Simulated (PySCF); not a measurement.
## Electronic absorption of C2H5ClO2Si

Compound: C2H5ClO2Si.
SMILES: `Cl[SiH]1OCCO1`

Level of theory: TDDFT CAM-B3LYP/def2-SVPD, vertical, gas phase, core orbitals frozen in the response in PySCF. Geometry: PBE0-D3(BJ)/def2-SVP, one conformer, isolated molecule.

**Question.** What does the calculation give for the low-lying excited states?

**Answer.** 

| state | E (eV) | λ (nm) | ν̃ (cm⁻¹) | f | \|μ\| (D) | main configurations (H = HOMO, L = LUMO) |
| --- | --- | --- | --- | --- | --- | --- |
| S1 | 7.80 | 159.0 | 62880 | 0.0015 | 0.23 | H→L (78%) |
| S2 | 7.94 | 156.1 | 64080 | 0.014 | 0.69 | H→L+2 (85%) |
| S3 | 8.07 | 153.5 | 65130 | 0.0028 | 0.30 | H→L+1 (55%), H-1→L+2 (20%) |
| S4 | 8.43 | 147.1 | 67960 | 0.024 | 0.87 | H-1→L (39%), H-1→L+2 (21%), H→L+1 (9%) |
| S5 | 8.50 | 145.8 | 68600 | 0.040 | 1.12 | H-1→L+2 (30%), H-1→L (24%), H→L+1 (11%) |
| S6 | 8.57 | 144.7 | 69100 | 0.0037 | 0.34 | H-2→L+2 (61%), H→L+3 (15%) |
| S7 | 8.62 | 143.8 | 69520 | 0.0053 | 0.40 | H→L+3 (23%), H-2→L+1 (22%), H-1→L+2 (13%) |
| S8 | 8.68 | 142.9 | 69970 | 0.043 | 1.14 | H-2→L+1 (42%), H→L+3 (9%), H-2→L+2 (8%) |
| S9 | 8.82 | 140.5 | 71150 | 0.091 | 1.65 | H-1→L+1 (52%), H-3→L+2 (11%) |
| S10 | 8.93 | 138.9 | 72020 | 0.011 | 0.58 | H-2→L (46%), H-4→L (30%) |

Triplets (Tamm–Dancoff): T1 7.51 eV, H→L (39%), H-1→L+2 (17%), H→L+4 (10%); T2 7.59 eV, H→L+2 (68%); T3 7.75 eV, H→L+1 (38%), H→L (36%), H-1→L+2 (11%); T4 8.02 eV, H-2→L+1 (31%), H-1→L+2 (16%), H→L+1 (9%).

The lowest singlet lies at 7.80 eV (159 nm, vacuum ultraviolet) and is very weak; its leading configuration is HOMO→LUMO (78%). The strongest level in the table is S9 at 8.82 eV (141 nm, f = 0.091). Löwdin shares by element: HOMO oxygen 54%, carbon 20% (atoms not listed hold the other 26%); LUMO carbon 27%, silicon 24%, oxygen 8% or more (atoms not listed hold the other 42%). The listed states span 1.13 eV, and the widest gap between neighbours is 0.35 eV (S3 to S4). Of the 10 states listed, 6 reach f = 0.01 and none stays under 0.0005. The oscillator strengths of these states sum to 0.238; summed over the whole spectrum of an exact calculation they would give the number of electrons, 64 (Thomas–Reiche–Kuhn). The vertical ionisation energy (ΔSCF) is 10.71 eV, 1.79 eV above S10. Singlets were solved by full linear response, triplets in the Tamm–Dancoff approximation.

Without π bonds the low states are Rydberg-like; a valence basis with one diffuse set may place them up to an eV too high.
